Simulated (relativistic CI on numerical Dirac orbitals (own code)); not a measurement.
## Tc²⁺ (4d5) in a crystal field

Calculated by Dirac-Coulomb-Breit CI, separate exchange-only KLI orbitals for each configuration, model QED, valence Slater integrals scaled by 0.85, one configuration in a parametric crystal field (own radial code).

Field parameters in Wybourne normalisation: D4h B²₀ = −7Ds, B⁴₀ = 21(Dq − Dt), B⁴₄ = 21√(5/14) Dq. The field is a parameter set, without covalency.

S and J are read from ⟨S²⟩ = S(S + 1) and ⟨J²⟩ = J(J + 1) of each level; they are not fictitious spins.

D4h, 10Dq = 18550, Ds = -1500, Dt = -490 cm⁻¹, the lowest 16 levels:

| E (cm⁻¹) | Degeneracy | Irrep | S | J |
| --- | --- | --- | --- | --- |
| 0.0 | 2 | Γ7 | 0.54 | 4.61 |
| 1202 | 2 | Γ6 | 0.54 | 4.38 |
| 2576 | 2 | Γ7 | 0.54 | 4.47 |
| 6645 | 2 | Γ7 | 1.70 | 3.71 |
| 7057 | 2 | Γ7 | 1.70 | 3.55 |
| 7345 | 2 | Γ6 | 1.70 | 3.33 |
| 7779 | 2 | Γ6 | 1.51 | 3.24 |
| 8998 | 2 | Γ6 | 2.29 | 2.75 |
| 9091 | 2 | Γ7 | 2.30 | 2.87 |
| 9359 | 2 | Γ7 | 2.30 | 2.93 |
| 9757 | 2 | Γ6 | 1.50 | 3.56 |
| 9825 | 2 | Γ7 | 1.57 | 3.30 |
| 13094 | 2 | Γ6 | 1.55 | 3.59 |
| 13110 | 2 | Γ7 | 1.53 | 3.57 |
| 16916 | 2 | Γ7 | 0.51 | 5.28 |
| 17670 | 2 | Γ6 | 0.51 | 5.15 |

Principal g values of the ground doublet: 1.14, 1.14, 4.07.

D4h, 10Dq = 18550, Ds = 3000, Dt = -490 cm⁻¹, the lowest 10 levels:

| E (cm⁻¹) | Degeneracy | Irrep | S | J |
| --- | --- | --- | --- | --- |
| 0.0 | 2 | Γ7 | 0.52 | 4.46 |
| 9939 | 2 | Γ7 | 0.69 | 4.48 |
| 10303 | 2 | Γ6 | 1.47 | 3.80 |
| 10446 | 2 | Γ6 | 1.37 | 3.84 |
| 10891 | 2 | Γ7 | 1.45 | 3.58 |
| 11024 | 2 | Γ7 | 1.55 | 3.27 |
| 11093 | 2 | Γ6 | 0.83 | 4.31 |
| 14629 | 2 | Γ6 | 2.44 | 2.56 |
| 14679 | 2 | Γ7 | 2.43 | 2.58 |
| 14757 | 2 | Γ7 | 2.41 | 2.59 |

Principal g values of the ground doublet: 1.65, 2.23, 2.23.

D4h, 10Dq = 18550, Ds = 2590, Dt = -490 cm⁻¹, the lowest 10 levels:

| E (cm⁻¹) | Degeneracy | Irrep | S | J |
| --- | --- | --- | --- | --- |
| 0.0 | 2 | Γ7 | 0.52 | 4.47 |
| 8913 | 2 | Γ7 | 0.57 | 4.55 |
| 9760 | 2 | Γ6 | 0.67 | 4.41 |
| 10616 | 2 | Γ6 | 1.51 | 3.73 |
| 10945 | 2 | Γ6 | 1.46 | 3.72 |
| 11050 | 2 | Γ7 | 1.55 | 3.47 |
| 11176 | 2 | Γ7 | 1.60 | 3.29 |
| 13895 | 2 | Γ6 | 2.43 | 2.58 |
| 13968 | 2 | Γ7 | 2.41 | 2.60 |
| 14099 | 2 | Γ7 | 2.37 | 2.61 |

Principal g values of the ground doublet: 1.65, 2.26, 2.26.

The free-ion ground term has S = 5/2. The field overcomes the spin-pairing energy for D4h, 10Dq = 18550, Ds = -1500, Dt = -490 cm⁻¹; D4h, 10Dq = 18550, Ds = 3000, Dt = -490 cm⁻¹; D4h, 10Dq = 18550, Ds = 2590, Dt = -490 cm⁻¹, where the ground state has lower spin; these fields are assumed values.

Levels of this model without a field, named by their leading LS term: 6S_5/2 0, 4G_5/2 20191, 4G_7/2 20328, 4G_11/2 20391, 4G_9/2 20416, 4P_5/2 22923, 4P_3/2 23198, 4P_1/2 23571 cm⁻¹.
